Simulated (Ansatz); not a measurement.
Cu6P⁻. Total charge -1; singlet. Geometry PBE0-D4/def2-SVPD, basis def2-TZVPD, Ansatz.

Cartesian coordinates in Å:
```
P 1.004 1.966 -0.837
Cu -1.001 -0.296 2.628
Cu 0.245 1.098 1.082
Cu -1.041 1.116 -1.059
Cu 0.358 -2.579 -1.105
Cu -0.614 -1.053 0.420
Cu 1.048 -0.252 -1.131
```

```
run  HOMO (eV)  LUMO (eV)
  A      -1.37       1.29
  B      -3.27       2.91
  C      -1.30       1.07
  D      -0.78       0.67
  E      -0.73       0.56
```

LC-ωPBE has ω = 0.4 bohr⁻¹. B3LYP takes the VWN-RPA correlation. No other spin state of charge -1 was run. Another isomer (singlet) lies 0.03 eV lower at PBE0-D4/def2-TZVPD; other spin states weren't run for this one.

Q: The runs used B3LYP, LC-ωPBE, PBE, PBE0, r2SCAN. Estimate which is which.

A: A PBE0 (25 % exact exchange); B LC-ωPBE (range-separated); C B3LYP (20 % exact exchange); D r2SCAN (0 % exact exchange); E PBE (0 % exact exchange). Exact exchange lowers occupied and raises empty levels; among semilocal functionals meta-GGAs tend to open the gap a little, and such runs are hard to tell apart. The gap grows from 1.29 eV (PBE) to 6.18 eV (LC-ωPBE). The restricted singlet is unstable towards broken spin symmetry in Hartree–Fock (as tested in another run); at PBE0-D4/def2-TZVPD, LC-ωPBE/def2-TZVPD, B3LYP-D4/def2-TZVPD, r2SCAN-D4/def2-TZVPD and others this wasn't settled.
